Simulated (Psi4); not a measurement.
H$_{3}$BF$_{2}$Si, singlet, at a GFN2-xTB geometry; Psi4 1.11 with HF/6-31G, TDHF.

Here is a job for Psi4.
```
memory 2 GB

molecule mol {
0 1
  B    -0.417166    0.232066   -0.273775
  F    -1.602421   -0.324010   -0.450364
  F    -0.345197    1.420404   -0.846791
  Si    1.079760   -0.608683    0.719866
  H     1.643655    0.298101    1.725531
  H     2.182323   -0.973533   -0.177590
  H     0.671769   -1.830882    1.417212
symmetry c1
}

set basis 6-31g
set reference rhf
set puream true
set save_jk true
set tdscf_states [5]
set tdscf_tda false
set d_convergence 1e-8

energy('td-scf')
print_variables()
```

Output, abridged:

```
   => Loading Basis Set <=

    Name: 6-31G
    Role: ORBITAL
    Keyword: BASIS

         ---------------------------------------------------------
                                   SCF
               by Justin Turney, Rob Parrish, Andy Simmonett
                          and Daniel G. A. Smith
                              RHF Reference
         ---------------------------------------------------------

  ==> Geometry <==

    Molecular point group: c1
    Full point group: C1

    Geometry (in Angstrom), charge = 0, multiplicity = 1:

       Center              X                  Y                   Z               Mass
    ------------   -----------------  -----------------  -----------------  -----------------
         B           -0.331510078296     0.184199707940    -0.217155202097    11.009305360000
         F           -1.516765078296    -0.371876292060    -0.393744202097    18.998403162730
         F           -0.259541078296     1.372537707940    -0.790171202097    18.998403162730
         SI           1.165415921704    -0.656549292060     0.776485797903    27.976926534650
         H            1.729310921704     0.250234707940     1.782150797903     1.007825032230
         H            2.267978921704    -1.021399292060    -0.120970202097     1.007825032230
         H            0.757424921704    -1.878748292060     1.473831797903     1.007825032230

  Running in c1 symmetry.

  Rotational constants: A =      0.33048  B =      0.12227  C =      0.09196 [cm^-1]
  Rotational constants: A =   9907.52315  B =   3665.63269  C =   2756.99891 [MHz]
  Nuclear repulsion =  146.102058197088155

  Charge       = 0
  Multiplicity = 1
  Electrons    = 40
  Nalpha       = 20
  Nbeta        = 20

  ==> Algorithm <==

  SCF Algorithm Type is DF.
  DIIS enabled.
  MOM disabled.
  Fractional occupation disabled.
  Guess Type is SAD.
  Energy threshold   = 1.00e-06
  Density threshold  = 1.00e-08
  Integral threshold = 1.00e-12

  ==> Primary Basis <==

  Basis Set: 6-31G
    Blend: 6-31G
    Number of shells: 28
    Number of basis functions: 46
    Number of Cartesian functions: 46
    Spherical Harmonics?: true
    Max angular momentum: 1

   => Loading Basis Set <=

    Name: (6-31G AUX)
    Role: JKFIT
    Keyword: DF_BASIS_SCF

  ==> Integral Setup <==

  SCF_SUBTYPE=INCORE selected. In-core MEM_DF algorithm will be used.
  Using in-core AOs.

  ==> MemDFJK: Density-Fitted J/K Matrices <==

    J tasked:                   Yes
    K tasked:                   Yes
    wK tasked:                   No
    Algorithm:                 Core
    Schwarz Cutoff:           1E-12
    Mask sparsity (%):       2.0794
    Fitting Condition:        1E-10

   => Auxiliary Basis Set <=

  Basis Set: (6-31G AUX)
    Blend: CC-PVDZ-JKFIT
    Number of shells: 135
    Number of basis functions: 391
    Number of Cartesian functions: 448
    Spherical Harmonics?: true
    Max angular momentum: 3

  Minimum eigenvalue in the overlap matrix is 1.2253166703E-02.
  Reciprocal condition number of the overlap matrix is 3.0601698514E-03.
    Using symmetric orthogonalization.

  ==> Pre-Iterations <==

  SCF Guess: Superposition of Atomic Densities via on-the-fly atomic UHF (no occupation information).

   -------------------------
    Irrep   Nso     Nmo
   -------------------------
     A         46      46
   -------------------------
    Total      46      46
   -------------------------

  ==> Iterations <==

                           Total Energy        Delta E     RMS |[F,P]|

   @DF-RHF iter SAD:  -513.32888348383722   -5.13329e+02   0.00000e+00
   @DF-RHF iter   1:  -514.14773404485516   -8.18851e-01   7.69077e-03 ADIIS/DIIS
   @DF-RHF iter   2:  -514.19612132026305   -4.83873e-02   4.52471e-03 ADIIS/DIIS
   @DF-RHF iter   3:  -514.21029620877403   -1.41749e-02   5.55424e-04 ADIIS/DIIS
   @DF-RHF iter   4:  -514.21103449932184   -7.38291e-04   1.04418e-04 ADIIS/DIIS
   @DF-RHF iter   5:  -514.21107711837112   -4.26190e-05   1.87142e-05 DIIS
   @DF-RHF iter   6:  -514.21107810529918   -9.86928e-07   2.53869e-06 DIIS
   @DF-RHF iter   7:  -514.21107811841057   -1.31114e-08   4.44244e-07 DIIS
   @DF-RHF iter   8:  -514.21107811888271   -4.72141e-10   1.59640e-07 DIIS
   @DF-RHF iter   9:  -514.21107811891613   -3.34239e-11   5.08159e-08 DIIS
   @DF-RHF iter  10:  -514.21107811892011   -3.97904e-12   8.57401e-09 DIIS
  Energy and wave function converged.

  ==> Post-Iterations <==

    Orbital Energies [Eh]
    ---------------------

    Doubly Occupied:

[...]
    Virtual:

[...]
    Final Occupation by Irrep:
              A
    DOCC [    20 ]
    NA   [    20 ]
    NB   [    20 ]

  @DF-RHF Final Energy:  -514.21107811892011

   => Energetics <=

    Nuclear Repulsion Energy =            146.1020581970881551
    One-Electron Energy =               -1004.7074237717533833
    Two-Electron Energy =                 344.3942874557452001
    Total Energy =                       -514.2110781189201134

Computation Completed

Properties will be evaluated at   0.000000,   0.000000,   0.000000 [a0]

Properties computed using the SCF density matrix

 Multipole Moments:

 ------------------------------------------------------------------------------------
     Multipole            Electronic (a.u.)      Nuclear  (a.u.)        Total (a.u.)
 ------------------------------------------------------------------------------------

 L = 1.  Multiply by 2.5417464519 to convert [e a0] to [Debye]
 Dipole X            :         -5.9705118            6.4746399            0.5041280
 Dipole Y            :          3.3364779           -3.6181673           -0.2816894
 Dipole Z            :         -3.9452391            4.2798497            0.3346106
 Magnitude           :                                                    0.6674266

 ------------------------------------------------------------------------------------

******************************************************************************************
[...]
**********     and 1.6. For a quick solution, remove the symmetry specifier     **********
**********   from the variable name. For full details, see 'Notes on Psivars'   **********
**********                        in the documentation.                         **********
******************************************************************************************

         ---------------------------------------------------------
                         TDSCF excitation energies
                 by Andrew M. James and Daniel G. A. Smith
         ---------------------------------------------------------

  ==> Options <==

     Residual threshold  : 1.0000e-06
     Initial guess       : denominators
     Reference           : RHF
     Solver type         : RPA (Hamiltonian)

  ==> Requested Excitations <==

      5 singlet states with A symmetry

  ==> Seeking the lowest 5 singlet states with A symmetry

                        Generalized Hamiltonian Solver
                              By Andrew M. James

  ==> Options <==

    Max number of iterations        = 60
    Eigenvector tolerance           = 1.0000e-06
    Max number of expansion vectors = 1500

  => Iterations <=
                              Max[D[value]]     Max[|R|]   # vectors
  HamiltonianSolver iter   1:   4.21483e-01  2.01310e-01     20
  HamiltonianSolver iter   2:   1.52467e-02  4.74238e-02     30
  HamiltonianSolver iter   3:   4.98986e-04  1.42016e-02     40
  HamiltonianSolver iter   4:   5.56081e-05  4.51681e-03     50
  HamiltonianSolver iter   5:   7.98976e-06  3.00982e-03     60
  HamiltonianSolver iter   6:   5.54637e-06  1.56653e-03     70
  HamiltonianSolver iter   7:   1.10167e-06  7.90881e-04     80
  HamiltonianSolver iter   8:   1.64730e-07  2.36516e-04     90
  HamiltonianSolver iter   9:   1.03629e-08  7.34690e-05    100
  HamiltonianSolver iter  10:   8.43009e-10  1.91420e-05    108
  HamiltonianSolver iter  11:   5.43567e-11  5.39484e-06    110
  HamiltonianSolver iter  12:   2.91428e-12  1.61103e-06    112
  HamiltonianSolver iter  13:   1.73139e-13  9.18094e-07    114      Converged

******************************************************************************************
**********                               WARNING                                **********
**********  Length-gauge rotatory strengths are **NOT** gauge-origin invariant  **********
******************************************************************************************

                                    Excitation Energy         Total Energy        Oscillator Strength             Rotatory Strength
     #   Sym: GS->ES (Trans)        au              eV              au          au (length)    au (velocity)    au (length)    au (velocity)
    ---- -------------------- --------------- --------------- --------------- --------------- --------------- --------------- ---------------
     1        A->A (1 A)       0.29418         8.00497        -513.91690       0.0677          0.0409         -0.0001         -0.0001
     2        A->A (1 A)       0.37071         10.08763       -513.84036       0.0425          0.0315          0.0002          0.0012
     3        A->A (1 A)       0.38416         10.45365       -513.82691       0.0925          0.0537         -0.0051         -0.0064
     4        A->A (1 A)       0.39838         10.84046       -513.81270       0.0497          0.0339          0.0153          0.0129
     5        A->A (1 A)       0.41847         11.38718       -513.79261       0.0082          0.0041         -0.0233         -0.0184

Contributing excitations and de-excitations
Only contributions with abs(coeff) > 1.00e-01 will be printed:

Excited State    1 (1 A):   0.29418 au   154.88 nm f = 0.0677
  Sums of squares: Xssq =  1.004331e+00; Yssq =  4.330515e-03; Xssq - Yssq =  1.000000e+00
     20a  ->  21a     0.949815 (90.215%)
     20a  ->  24a     0.215430 ( 4.641%)

Excited State    2 (1 A):   0.37071 au   122.91 nm f = 0.0425
  Sums of squares: Xssq =  1.000664e+00; Yssq =  6.637345e-04; Xssq - Yssq =  1.000000e+00
     18a  ->  22a    -0.222953 ( 4.971%)
     19a  ->  21a     0.950576 (90.359%)
     19a  ->  24a    -0.123269 ( 1.520%)

Excited State    3 (1 A):   0.38416 au   118.60 nm f = 0.0925
  Sums of squares: Xssq =  1.001617e+00; Yssq =  1.616996e-03; Xssq - Yssq =  1.000000e+00
     18a  ->  21a    -0.906218 (82.123%)
     20a  ->  22a    -0.296699 ( 8.803%)
     20a  ->  23a     0.224361 ( 5.034%)

Excited State    4 (1 A):   0.39838 au   114.37 nm f = 0.0497
  Sums of squares: Xssq =  1.000987e+00; Yssq =  9.872907e-04; Xssq - Yssq =  1.000000e+00
     16a  ->  21a     0.126408 ( 1.598%)
     18a  ->  21a    -0.253120 ( 6.407%)
     19a  ->  23a     0.418022 (17.474%)
     20a  ->  22a     0.835714 (69.842%)
     20a  ->  26a     0.138978 ( 1.931%)

Excited State    5 (1 A):   0.41847 au   108.88 nm f = 0.0082
  Sums of squares: Xssq =  1.000713e+00; Yssq =  7.133771e-04; Xssq - Yssq =  1.000000e+00
     18a  ->  22a    -0.571319 (32.641%)
     18a  ->  23a     0.679869 (46.222%)
     19a  ->  22a    -0.112226 ( 1.259%)
     19a  ->  23a    -0.403240 (16.260%)

******************************************************************************************
**********                               WARNING                                **********
**********       The names of excited state variables changed between 1.5       **********
**********     and 1.6. For a quick solution, remove the symmetry specifier     **********
**********   from the variable name. For full details, see 'Notes on Psivars'   **********
**********                        in the documentation.                         **********
******************************************************************************************

  Variable Map:
  ----------------------------------------------------------------------------
[...]
  Array Variable Map:
  ----------------------------------------------------------------------------
[...]
[...]
```
